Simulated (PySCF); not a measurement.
Sn(vinyl)4 (C8H12Sn), SMILES C=[CH][Sn]([CH]=C)([CH]=C)[CH]=C.

The structure is a stationary point at B3LYP-D3(BJ)/def2-SVP. The isomer is the one that the SMILES or the coordinates give; other isomers of the formula were not compared. The def2 effective core potentials stand for the cores of Sn; spin–orbit coupling is left out. One conformer was computed; it need not be the lowest.

Computed with TDA-PBE/def2-SVP in PySCF.

Vertical excitations. 

Computed UV-visible absorptions:
| state | energy (eV) | λ (nm) | f | main pairs |
|---|---|---|---|---|
| S1 | 5.12 | 242 | 0.004 | HOMO−1→LUMO 51 %, HOMO→LUMO+1 21 %, HOMO−2→LUMO 9 %, HOMO→LUMO 8 % |
| S2 | 5.15 | 241 | 0.004 | HOMO−2→LUMO 47 %, HOMO→LUMO+1 20 %, HOMO→LUMO 11 % |
| S3 | 5.17 | 240 | 0.012 | HOMO→LUMO 32 %, HOMO→LUMO+1 24 %, HOMO−1→LUMO 21 %, HOMO−1→LUMO+1 5 % |
| S4 | 5.28 | 235 | 0.025 | HOMO→LUMO 27 %, HOMO−2→LUMO 21 %, HOMO→LUMO+1 18 %, HOMO−2→LUMO+2 7 % |
| S5 | 5.33 | 233 | 0.009 | HOMO→LUMO+2 67 % |
| S6 | 5.35 | 232 | 0.009 | HOMO−1→LUMO+1 62 %, HOMO−3→LUMO+1 11 % |
| S7 | 5.41 | 229 | 0.004 | HOMO−2→LUMO+1 39 %, HOMO−3→LUMO 26 %, HOMO→LUMO+3 9 % |
| S8 | 5.43 | 229 | 0.010 | HOMO−2→LUMO+1 32 %, HOMO−1→LUMO+2 23 %, HOMO−2→LUMO+2 11 %, HOMO−3→LUMO+1 8 % |
| S9 | 5.50 | 225 | 0.009 | HOMO→LUMO+3 30 %, HOMO−3→LUMO 20 %, HOMO−1→LUMO+2 10 %, HOMO−2→LUMO+1 6 % |
| S10 | 5.57 | 223 | 0.029 | HOMO−2→LUMO+2 35 %, HOMO−4→LUMO 14 %, HOMO−2→LUMO+3 10 %, HOMO−1→LUMO+2 9 % |
| T1 | 4.32 | 287 | 0 | HOMO→LUMO 46 %, HOMO−3→LUMO+3 12 %, HOMO−6→LUMO 9 % |
| T2 | 4.37 | 284 | 0 | HOMO−3→LUMO 15 %, HOMO−1→LUMO+2 13 %, HOMO−2→LUMO 9 %, HOMO−2→LUMO+2 8 % |
| T3 | 4.39 | 283 | 0 | HOMO−1→LUMO 23 %, HOMO−2→LUMO+2 13 %, HOMO−3→LUMO+1 12 %, HOMO−3→LUMO 7 % |
| T4 | 4.40 | 282 | 0 | HOMO−3→LUMO+1 18 %, HOMO−1→LUMO+1 13 %, HOMO−1→LUMO+2 12 %, HOMO→LUMO+1 7 % |
Triplets are in the Tamm–Dancoff approximation.
